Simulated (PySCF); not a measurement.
SiH3Br, SMILES [SiH3]Br.

Geometry optimised at B3LYP-D3(BJ)/def2-TZVP.

Method: r2SCAN/def2-TZVPD run with PySCF.

Gas-phase values at a fixed geometry.

```yaml
total_energy: -2865.45149 hartree
point_group: C3v
highest_occupied_level: -7.54 eV
lowest_empty_level: -1.01 eV
orbital_gap: 6.53 eV
dipole_moment: 1.34 D
quadrupole, principal values (traceless, Buckingham form, about the centre of nuclear charge): -1.33, -1.33, 2.65 D·Å
mean_static_polarisability: 50.5 bohr³ (7.48 Å³)
polarisability_principal_values: 45.0, 45.0, 61.4 bohr³
```
